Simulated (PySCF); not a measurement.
# Basis and Hamiltonian dependence of the excitation energy of Bi

Bi [Xe] 4f14 5d10 6s2 6p3 (4S) → Bi [Xe] 4f14 5d10 6s2 6p2 7s1 (4P). Calculated with PySCF 2.14 from differences of total energies of unrestricted determinants, without spin-orbit coupling. Values in eV.

```
                                                                      basis    Hamiltonian  functions    UHF    PBE   PBE0  MP2 (valence)  CCSD(T) (valence)  CCSD(T) (valence and next inner shell)
                                             aug-cc-pwCVDZ-PP with ECP60MDF            ECP         48  5.283  5.123  5.276          5.309              5.274                                   5.246
                                               aug-cc-pVTZ-PP with ECP60MDF            ECP         55  5.225  5.090  5.243          5.327              5.310                                     n/a
                    def2-TZVPPD with the def2 core potential (60 electrons)            ECP         56  5.376  5.180  5.342          5.442              5.421                                   5.422
aug-cc-pVTZ-PP with one added diffuse shell each of d, f type with ECP60MDF            ECP         67  5.225  5.088  5.241          5.327              5.309                                     n/a
                    def2-QZVPPD with the def2 core potential (60 electrons)            ECP         88  5.172  5.060  5.210          5.308              5.289                                     n/a
                                               aug-cc-pVQZ-PP with ECP60MDF            ECP         92  5.145  5.044  5.193          5.287              5.267                                     n/a
                                                               ANO-RCC-VTZP  spin-free X2C         93  7.157  6.588  6.808          7.179              7.149                                   7.087
                                                            aug-cc-pVQZ-DK3  spin-free X2C        118  5.179    n/a    n/a          5.314              5.294                                     n/a
                                                          aug-cc-pwCVTZ-DK3  spin-free X2C        125  5.243  5.104  5.258          5.345              5.327                                     n/a
                                               aug-cc-pV5Z-PP with ECP60MDF            ECP        139  5.122  5.033  5.180          5.280                n/a                                     n/a
```

Frozen in the all-electron rows: valence: [Xe] 4f14 5d10; valence and next inner shell: [Kr] 4d10 4f14; with a core potential, the same shells as far as they lie outside it.

At UHF, ANO-RCC-VTZP lies more than 0.3 eV from the median of the rows with comparable relativity. Of these, ANO-RCC-VTZP has no diffuse functions of the l that the added or promoted electron needs.

Spin-orbit coupling is strong in these open shells (close to jj coupling), so the scalar numbers refer to model states.
